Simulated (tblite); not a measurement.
Record of a relaxation.

Species: C₇H₅O₂ (doublet state).
Bonds: O1–C2, C2–C3 (aromatic), C3–C4 (aromatic), C4–C5 (aromatic), C5–C6 (aromatic), C6–C7, C7–O8 (double), C6–C9 (aromatic), C2–C9 (aromatic). Hydrogens: H10 on C3; H11 on C4; H12 on C5; H13 on C7; H14 on C9.
Bond orders are those of one Lewis drawing.

Computed with GFN2-xTB (tblite), gas phase: L-BFGS steps from a force-field or distance-geometry start until the largest atomic force falls under 0.01 eV/Å. 7 of its 23 geometries are shown.

Step 0: E = -695.5882 eV, largest atomic force 3.237 eV/Å
```
atom  x, y, z in Å  |  force x, y, z in eV/Å
O1     -2.155   -2.024    0.477    0.766   1.232  -0.321
C2     -1.393   -1.032    0.244   -0.789  -2.231   0.624
C3     -1.851    0.264    0.010   -1.143   2.957  -0.653
C4     -1.017    1.368   -0.250   -0.763  -1.420   0.432
C5      0.359    1.182   -0.245   -0.428   0.722  -0.259
C6      0.865   -0.089   -0.016    0.215  -1.571   0.344
C7      2.326   -0.323   -0.018    1.179   1.616  -0.242
O8      3.153    0.566   -0.217   -1.298  -1.508   0.298
C9      0.016   -1.173    0.234    1.662   0.199  -0.179
H10    -2.942    0.429    0.015    0.614  -0.130   0.005
H11    -1.452    2.337   -0.425   -0.012   0.038  -0.015
H12     1.019    2.018   -0.441    0.084  -0.183   0.057
H13     2.642   -1.361    0.193   -0.069   0.124  -0.062
H14     0.429   -2.161    0.416   -0.018   0.157  -0.030
```

Step 4: E = -695.7941 eV, largest atomic force 0.233 eV/Å
```
atom  x, y, z in Å  |  force x, y, z in eV/Å
O1     -2.146   -2.004    0.471    0.034   0.154  -0.039
C2     -1.397   -1.045    0.252    0.092   0.060   0.011
C3     -1.875    0.299    0.001   -0.187   0.136  -0.032
C4     -1.034    1.355   -0.242   -0.055  -0.082   0.044
C5      0.349    1.179   -0.249   -0.083  -0.055  -0.025
C6      0.875   -0.107   -0.011    0.021  -0.102   0.031
C7      2.336   -0.310   -0.017   -0.047  -0.052   0.044
O8      3.144    0.554   -0.215    0.158   0.124  -0.041
C9      0.044   -1.177    0.231    0.108  -0.048  -0.005
H10    -2.944    0.432    0.014   -0.122   0.060  -0.016
H11    -1.450    2.334   -0.425    0.015   0.026  -0.004
H12     1.020    2.009   -0.439   -0.054  -0.194   0.046
H13     2.639   -1.355    0.191    0.004   0.024  -0.018
H14     0.436   -2.164    0.416    0.115  -0.052   0.004
```

Step 7: E = -695.8056 eV, largest atomic force 0.067 eV/Å
```
atom  x, y, z in Å  |  force x, y, z in eV/Å
O1     -2.143   -1.988    0.467   -0.022  -0.020   0.014
C2     -1.389   -1.034    0.252   -0.051  -0.036  -0.025
C3     -1.890    0.306   -0.001    0.005   0.001   0.025
C4     -1.042    1.353   -0.239   -0.002   0.040  -0.033
C5      0.339    1.165   -0.250   -0.012  -0.028   0.035
C6      0.879   -0.113   -0.009   -0.001  -0.005  -0.002
C7      2.342   -0.306   -0.014    0.034   0.016  -0.029
O8      3.152    0.558   -0.218    0.014   0.019   0.004
C9      0.053   -1.183    0.231   -0.036  -0.009   0.023
H10    -2.962    0.440    0.012    0.014  -0.012  -0.005
H11    -1.447    2.336   -0.425    0.018   0.048  -0.004
H12     1.016    1.988   -0.434   -0.008  -0.044   0.000
H13     2.641   -1.352    0.188    0.054   0.010   0.003
H14     0.450   -2.172    0.417   -0.005   0.022  -0.005
```

Step 11: E = -695.8068 eV, largest atomic force 0.035 eV/Å
```
atom  x, y, z in Å  |  force x, y, z in eV/Å
O1     -2.147   -1.989    0.468   -0.017   0.007  -0.006
C2     -1.394   -1.035    0.251    0.015   0.016   0.018
C3     -1.891    0.308    0.000   -0.011  -0.011  -0.013
C4     -1.044    1.355   -0.241    0.012  -0.003   0.016
C5      0.337    1.162   -0.247    0.008  -0.002  -0.011
C6      0.879   -0.116   -0.008   -0.006   0.004   0.002
C7      2.345   -0.304   -0.017   -0.020  -0.003   0.013
O8      3.154    0.561   -0.218   -0.021   0.022  -0.008
C9      0.050   -1.184    0.233   -0.001  -0.015  -0.006
H10    -2.963    0.439    0.011   -0.011   0.001  -0.001
H11    -1.443    2.342   -0.426    0.021  -0.019   0.002
H12     1.015    1.981   -0.434    0.016   0.004  -0.002
H13     2.649   -1.349    0.188    0.032   0.012  -0.009
H14     0.451   -2.171    0.417   -0.017  -0.013   0.004
```

Step 15: E = -695.8076 eV, largest atomic force 0.040 eV/Å
```
atom  x, y, z in Å  |  force x, y, z in eV/Å
O1     -2.154   -1.987    0.467    0.012   0.008   0.007
C2     -1.397   -1.035    0.253   -0.007  -0.002  -0.032
C3     -1.893    0.308   -0.002    0.012   0.016   0.019
C4     -1.042    1.354   -0.239    0.017  -0.004  -0.014
C5      0.338    1.158   -0.246    0.011  -0.014   0.008
C6      0.878   -0.120   -0.007    0.010  -0.018   0.002
C7      2.345   -0.302   -0.016    0.014   0.010  -0.012
O8      3.146    0.571   -0.220   -0.025   0.031  -0.003
C9      0.048   -1.188    0.234   -0.001  -0.003   0.017
H10    -2.965    0.439    0.010    0.014   0.009  -0.007
H11    -1.434    2.343   -0.426   -0.015  -0.011   0.005
H12     1.019    1.975   -0.434   -0.006  -0.005   0.002
H13     2.666   -1.342    0.185   -0.024  -0.005   0.003
H14     0.445   -2.175    0.418   -0.012  -0.013   0.003
```

Step 18: E = -695.8080 eV, largest atomic force 0.026 eV/Å
```
atom  x, y, z in Å  |  force x, y, z in eV/Å
O1     -2.157   -1.984    0.468    0.006   0.001  -0.004
C2     -1.398   -1.034    0.251   -0.005  -0.014   0.016
C3     -1.893    0.309   -0.001    0.013  -0.004  -0.007
C4     -1.039    1.353   -0.239   -0.011  -0.006  -0.001
C5      0.340    1.155   -0.246   -0.007   0.001   0.002
C6      0.878   -0.124   -0.006    0.002  -0.008   0.004
C7      2.346   -0.300   -0.017    0.002   0.006  -0.004
O8      3.139    0.580   -0.221   -0.004  -0.003   0.001
C9      0.046   -1.190    0.236    0.006   0.003  -0.009
H10    -2.965    0.440    0.008    0.021   0.016  -0.002
H11    -1.431    2.342   -0.425   -0.010   0.014  -0.001
H12     1.021    1.972   -0.433    0.004  -0.012   0.003
H13     2.672   -1.339    0.183   -0.011   0.015  -0.003
H14     0.440   -2.179    0.419   -0.007  -0.008   0.006
```

Step 22: E = -695.8082 eV, largest atomic force 0.008 eV/Å
```
atom  x, y, z in Å  |  force x, y, z in eV/Å
O1     -2.157   -1.985    0.467    0.000  -0.005   0.002
C2     -1.398   -1.035    0.252    0.002   0.002  -0.005
C3     -1.891    0.309   -0.001   -0.003   0.000   0.001
C4     -1.039    1.353   -0.239    0.002   0.005   0.000
C5      0.340    1.154   -0.245    0.001   0.002  -0.002
C6      0.878   -0.125   -0.005   -0.006   0.004  -0.003
C7      2.345   -0.298   -0.018   -0.005   0.002   0.001
O8      3.136    0.583   -0.222    0.003   0.001  -0.001
C9      0.046   -1.192    0.235   -0.002  -0.005   0.004
H10    -2.962    0.443    0.008   -0.005   0.003   0.000
H11    -1.432    2.342   -0.425   -0.001  -0.005   0.000
H12     1.023    1.969   -0.433    0.007  -0.001   0.002
H13     2.672   -1.336    0.183    0.002  -0.001  -0.001
H14     0.438   -2.181    0.421    0.004  -0.002   0.001
```

Task: Summarise the path.

Result: The energy falls by 21.22 kJ/mol from step 0 to step 22; nine tenths of that is first reached at step 3. It falls at every step. The largest force goes from 3.237 to 0.008 eV/Å. Among the bonds C2–C3 changes most, from 1.394 to 1.454 Å; the atoms move by 0.036 Å rms after alignment.

Task: Follow the three bonds and two angles with the largest change from start to end.

Result: 
| step | E above end (kJ/mol) | largest force (eV/Å) | C2–C3 (Å) | C3–C4 (Å) | O1–C2 (Å) | C4–C3–H10 (°) | C2–C3–C4 (°) |
| --- | --- | --- | --- | --- | --- | --- | --- |
| 0 | 21.22 | 3.237 | 1.394 | 1.408 | 1.273 | 117.9 | 124.4 |
| 1 | 8.33 | 2.512 | 1.468 | 1.360 | 1.218 | 121.9 | 123.5 |
| 2 | 3.09 | 0.968 | 1.459 | 1.368 | 1.234 | 121.6 | 123.0 |
| 3 | 2.01 | 0.466 | 1.447 | 1.375 | 1.242 | 120.9 | 123.0 |
| 4 | 1.36 | 0.233 | 1.449 | 1.371 | 1.236 | 121.1 | 122.8 |
| 5 | 0.57 | 0.202 | 1.452 | 1.367 | 1.233 | 121.4 | 122.0 |
| 6 | 0.34 | 0.132 | 1.452 | 1.368 | 1.233 | 121.5 | 121.6 |
| 7 | 0.25 | 0.067 | 1.453 | 1.368 | 1.235 | 121.5 | 121.5 |
| 8 | 0.21 | 0.064 | 1.453 | 1.369 | 1.235 | 121.5 | 121.5 |
| 9 | 0.17 | 0.078 | 1.453 | 1.369 | 1.236 | 121.5 | 121.5 |
| 10 | 0.15 | 0.047 | 1.454 | 1.369 | 1.235 | 121.5 | 121.6 |
| 11 | 0.14 | 0.035 | 1.454 | 1.369 | 1.235 | 121.5 | 121.7 |
| 12 | 0.12 | 0.048 | 1.454 | 1.369 | 1.235 | 121.6 | 121.7 |
| 13 | 0.09 | 0.053 | 1.454 | 1.369 | 1.235 | 121.6 | 121.7 |
| 14 | 0.07 | 0.049 | 1.454 | 1.369 | 1.235 | 121.7 | 121.6 |
| 15 | 0.05 | 0.040 | 1.454 | 1.369 | 1.235 | 121.7 | 121.6 |
| 16 | 0.04 | 0.034 | 1.454 | 1.369 | 1.236 | 121.8 | 121.5 |
| 17 | 0.02 | 0.032 | 1.454 | 1.369 | 1.236 | 121.9 | 121.5 |
| 18 | 0.01 | 0.026 | 1.454 | 1.369 | 1.235 | 121.8 | 121.5 |
| 19 | 0.01 | 0.019 | 1.453 | 1.369 | 1.235 | 121.8 | 121.5 |
| 20 | 0.00 | 0.017 | 1.453 | 1.369 | 1.235 | 121.7 | 121.6 |
| 21 | 0.00 | 0.015 | 1.453 | 1.369 | 1.235 | 121.7 | 121.6 |
| 22 | 0.00 | 0.008 | 1.454 | 1.369 | 1.235 | 121.6 | 121.6 |

The cost below is that of the whole relaxation. On an Arm Neoverse V2 with one thread, no GPU, shared host with 96 logical CPUs at a one-minute load of 49, this took 0.11 s wall.
